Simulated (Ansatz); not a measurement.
`FC1([SiH3])CB1Cl` + H₂ → `[SiH3]C1CB1Cl` + H–F  (hydrogenolysis of a C–F bond)

Calculated with Ansatz (gas phase, PBE0-D4/def2-TZVP geometries, no zero-point term in ΔE). CBS: MP2 limit from def2 TZ/QZ plus the TZ coupled-cluster correction, frozen cores. This one scheme is used for every species.

`FC1([SiH3])CB1Cl`:

Z-matrix (Å, degrees):
```
C
Si 1 1.875
C 1 1.553 2 115.4
F 1 1.385 2 113.0 3 -139.3
B 1 1.524 2 120.3 3 67.5
H 2 1.487 1 110.3 3 75.4
H 2 1.487 1 107.3 3 -43.7
H 2 1.483 1 110.1 3 -163.1
H 3 1.093 1 115.4 2 -147.6
H 3 1.085 1 118.1 2 -10.4
Cl 5 1.709 1 148.6 2 92.8
```

H₂:

Cartesian coordinates in Å:
```
H 0.052 -0.214 -0.301
H -0.052 0.214 0.301
```

`[SiH3]C1CB1Cl`:

```xyz
11

Si   -0.966    1.252    0.106
C    -0.337   -0.446   -0.298
C     1.211   -0.618   -0.529
B     0.522   -1.209    0.680
Cl    0.605   -2.152    2.110
H    -2.312    1.185    0.734
H    -1.048    2.103   -1.112
H    -0.019    1.895    1.058
H    -0.995   -1.019   -0.951
H     1.819    0.279   -0.457
H     1.519   -1.270   -1.342
```

H–F:

```xyz
2

F    -0.334   -0.306   -0.078
H     0.334    0.306    0.078
```

```csv
level,ΔE (eV)
HF/CBS(def2),-1.57
MP2/CBS(def2),-1.63
```

(1) What does CCSD(T)/CBS give? (Estimate.)

Largest T1 diagnostic among the species: 0.013.

Results:

(1) The calculation gave: -1.53 eV. The listed levels differ from it by -0.04, -0.10 eV.

From PBE to PBE0 (25 % exact exchange), in def2-TZVPP and without D4, ΔE moves by −0.13 eV.
